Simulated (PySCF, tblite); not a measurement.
Isomers of C7H16NP. Calculated harmonic vibrations of the isolated species, GFN2-xTB (tblite), most abundant isotopes, no scaling. Against measured fundamentals such values can be off by several per cent, at times by over 20. One conformer each.

Electronic energies: PBE0/pcSseg-1 single points on the GFN2-xTB geometries (PySCF, gas phase).

```json
{"SMILES": "CN=P1(C)CCCCC1", "electronic energy, lowest = 0 (kJ/mol)": "22.2"}
{"SMILES": "CC[C@@H]1[C@H](C)C[P@@]1(C)=N", "electronic energy, lowest = 0 (kJ/mol)": "55.3"}
{"SMILES": "CNP1CCCCCC1", "electronic energy, lowest = 0 (kJ/mol)": "0.0"}
{"SMILES": "C=C(C)P(NC)C(C)C", "electronic energy, lowest = 0 (kJ/mol)": "63.9"}
```

Question: How do GFN2-xTB zero-point energies change the relative energies?

Answer: 
```
                       SMILES  ZPE (kJ/mol)  of it from modes above 1550 cm⁻¹  electronic (kJ/mol)  with ZPE, lowest = 0 (kJ/mol)  lowest mode (cm⁻¹)  rings
                  CNP1CCCCCC1         582.1                             285.3                  0.0                            0.0                  70      1
               CN=P1(C)CCCCC1         571.4                             283.5                 22.2                           11.5                  80      1
CC[C@@H]1[C@H](C)C[P@@]1(C)=N         568.9                             289.1                 55.3                           42.2                  15      1
             C=C(C)P(NC)C(C)C         567.3                             300.0                 63.9                           49.1                  54      0
```

The zero-point energies span 14.8 kJ/mol, from `C=C(C)P(NC)C(C)C` to `CNP1CCCCCC1`. The order is unchanged.

Question: And how do the electronic energies of GFN2-xTB itself compare?

Answer: `CNP1CCCCCC1` 0.0; `CN=P1(C)CCCCC1` 21.5; `CC[C@@H]1[C@H](C)C[P@@]1(C)=N` 55.2; `C=C(C)P(NC)C(C)C` 99.2 kJ/mol, lowest = 0. Against the energies above, taken from the same isomer `CNP1CCCCCC1`, the largest difference is 35.3 kJ/mol.

Question: What do entropy and thermal enthalpy add at 298.15 K and 1 bar (rigid rotor, harmonic oscillator, one conformer each)?

Answer: 
```tsv
SMILES	point group	symmetry number	S (J/(mol K))	H − H(0) (kJ/mol)	ZPE + H − H(0) − TS (kJ/mol)
CNP1CCCCCC1	C1	1	416.8	30.41	488.3
CN=P1(C)CCCCC1	C1	1	432.7	32.71	475.1
C=C(C)P(NC)C(C)C	C1	1	467.7	37.10	464.9
```

Not tabulated: `CC[C@@H]1[C@H](C)C[P@@]1(C)=N` (lowest mode only 15 cm⁻¹).
